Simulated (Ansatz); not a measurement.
Errors in the atomisation enthalpy at 298 K

8 molecules holding an element past argon; the atomisation enthalpy at 298 K in kJ/mol, computed less measured. Shapes, held fixed at every level: PBE0-D4/def2-TZVP. Thermal terms are harmonic and unscaled (PBE0-D4/def2-TZVP); the spin-orbit lowering of the free atoms is taken from their spectra. Programs: Ansatz 0.2.0. Measured values: Active Thermochemical Tables, CRC Handbook of Chemistry and Physics, NIST-JANAF tables.

Levels: A = HF/cc-pVDZ; B = HF/def2-SVP; C = SVWN5/cc-pVDZ.

```json
{"molecule": "AsF3 (arsenic trifluoride)", "from tabulated heats": "1326", "A": "-650", "B": "-598", "C": "+291"}
{"molecule": "BBr2F (dibromofluoroborane)", "from tabulated heats": "1388", "A": "-406", "B": "-352", "C": "+255"}
{"molecule": "BBrCl2 (bromodichloroborane)", "from tabulated heats": "1262", "A": "-350", "B": "-306", "C": "+225"}
{"molecule": "CBr2ClF (dibromochlorofluoromethane)", "from tabulated heats": "1329", "A": "-661", "B": "-617", "C": "+362"}
{"molecule": "CBr2F2 (dibromodifluoromethane)", "from tabulated heats": "1484", "A": "-690", "B": "-631", "C": "+420"}
{"molecule": "CBrCl2F (bromodichlorofluoromethane)", "from tabulated heats": "1391", "A": "-664", "B": "-616", "C": "+366"}
{"molecule": "CBrClF2 (SMILES FC(F)(Cl)Br)", "from tabulated heats": "1551", "A": "-695", "B": "-631", "C": "+420"}
{"molecule": "CH2BrF (bromofluoromethane)", "from tabulated heats": "1556", "A": "-534", "B": "-492", "C": "+268"}
```

Problem. Sum up the errors.

Solution. 
```json
{"level": "HF/cc-pVDZ", "kind": "Hartree–Fock", "mean error": "-581.2", "mean absolute error": "581.2", "worst case": "CBrClF2"}
{"level": "HF/def2-SVP", "kind": "Hartree–Fock", "mean error": "-530.4", "mean absolute error": "530.4", "worst case": "CBr2F2"}
{"level": "SVWN5/cc-pVDZ", "kind": "LDA", "mean error": "+325.9", "mean absolute error": "325.9", "worst case": "CBr2F2"}
```

On this set SVWN5/cc-pVDZ has the smallest mean absolute error and HF/cc-pVDZ the largest. HF/cc-pVDZ is too low in 8 of 8; HF/def2-SVP is too low in 8 of 8; SVWN5/cc-pVDZ is too high in 8 of 8. The molecules' own spin-orbit binding is left out, so errors for heavy halides read too negative. The tabulated values of AsF3, BBr2F, BBrCl2 are in doubt (older tables, estimates, or at odds with other calculations) and kept here. Over the 5 molecules whose values aren't doubted the mean absolute errors are A 648.8; B 597.4; C 367.2. Hartree–Fock lacks correlation and underbinds. Relativity is left out for As, Br. The set is small.
